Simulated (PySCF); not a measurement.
Atoms are numbered as in `[SiH3:1][c:2]1[n:3][n:4][n:5][cH:6][c:7]1[CH:8]1[CH2:9][CH2:10]1` (H(Xn): hydrogen on atom n). Ha(C9), Ha(C10) are cis to C7 on the ring; Hb(C9), Hb(C10) are trans to C7 on the ring.

[PySCF 2.14: geometry: GFN2-xTB; GIAO PBE0/pcSseg-1 shieldings; one computed conformer; rapidly exchanging positions averaged; gas phase; relativity neglected]

**Question.** List the cross peaks expected in HSQC, COSY and HMBC spectra.

**Answer.** 

HSQC (one-bond C–H):
```
                   δH             δC
         8.43 (H(C6))     145.6 (C6)
         1.62 (H(C8))      15.6 (C8)
1.40 (Hb(C9)/Hb(C10))  16.8 (C9/C10)
0.92 (Ha(C9)/Ha(C10))  16.8 (C9/C10)
```

COSY cross peaks (H two or three bonds apart, from the bond graph; peaks can be absent where the dihedral angle is near 90°):
```
                   δH                     δH
         1.62 (H(C8))  1.40 (Hb(C9)/Hb(C10))
         1.62 (H(C8))  0.92 (Ha(C9)/Ha(C10))
1.40 (Hb(C9)/Hb(C10))  0.92 (Ha(C9)/Ha(C10))
```

HMBC (two and three bonds, from the bond graph):
```
                   δH                                                 δC
         8.43 (H(C6))                  164.5 (C2), 148.3 (C7), 15.6 (C8)
        4.90 (H(Si1))                             164.5 (C2), 148.3 (C7)
         1.62 (H(C8))  164.5 (C2), 148.3 (C7), 145.6 (C6), 16.8 (C9/C10)
1.40 (Hb(C9)/Hb(C10))               148.3 (C7), 16.8 (C9/C10), 15.6 (C8)
0.92 (Ha(C9)/Ha(C10))               148.3 (C7), 16.8 (C9/C10), 15.6 (C8)
```

Shifts are taken against calculated references (same method and geometry level): TMS for 1H (σref 31.72) and 13C (σref 186.93).

Short H···H contacts in this conformer between protons four or more bonds apart (candidates for NOE cross peaks, intensity ∝ r⁻⁶): H(C6)···Ha(C10) 2.39 Å, H(Si1)···H(C8) 2.68 Å.

Shifts are as computed. Against solution values, carbons near 30 ppm lie about +3 ppm off and those near 130 ppm about +5 ppm. Of 1211 compounds with measured shifts, 218 miss one by over three times the rms of a fit or turn the order of signals round; such compounds aren't used in these exercises.
